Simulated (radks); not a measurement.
Species: F3+. Configuration: [He] 2s2 2p2. Calculated with a radial shooting solver on a logarithmic mesh with Libxc functionals: non-relativistic Kohn-Sham, PBE, spin-polarised, spherical densities, point nucleus; open shells are filled with parallel spins first.

Radial electron density D(r) = 4 pi r^2 rho(r):

```
   r/bohr * D(r) (the largest magnitude, 9.77, reaches the edge; | marks zero)
 0.005566 |*
 0.006176 |*
 0.006798 |*
 0.007543 | *
 0.008303 | *
 0.009213 | *
  0.01014 |  *
  0.01125 |  *
  0.01239 |   *
  0.01374 |    *
  0.01513 |     *
  0.01679 |      *
  0.01848 |       *
   0.0205 |        *
  0.02275 |          *
  0.02504 |            *
  0.02779 |              *
  0.03059 |                *
  0.03394 |                   *
  0.03736 |                      *
  0.04146 |                         *
  0.04563 |                             *
  0.05063 |                                *
  0.05574 |                                    *
  0.06185 |                                        *
  0.06808 |                                           *
  0.07554 |                                               *
  0.08382 |                                                  *
  0.09226 |                                                    *
   0.1024 |                                                     *
   0.1127 |                                                      *
    0.125 |                                                      *
   0.1376 |                                                    *
   0.1527 |                                                 *
   0.1681 |                                              *
   0.1865 |                                         *
   0.2053 |                                     *
   0.2278 |                                *
   0.2528 |                           *
   0.2783 |                       *
   0.3088 |                    *
   0.3399 |                   *
   0.3771 |                  *
   0.4151 |                   *
   0.4606 |                    *
   0.5071 |                      *
   0.5626 |                        *
   0.6193 |                         *
   0.6872 |                          *
   0.7564 |                         *
   0.8394 |                       *
   0.9314 |                    *
    1.025 |                *
    1.138 |            *
    1.252 |         *
    1.389 |      *
    1.529 |   *
    1.697 |  *
    1.868 |*
    2.073 |*
    2.282 *
    2.532 *
    2.787 *
    3.092 *
```

D(r) has 2 maxima, at r = 0.114, 0.671 bohr, and minima at 0.371 bohr, inside which lie 2.18 electrons.
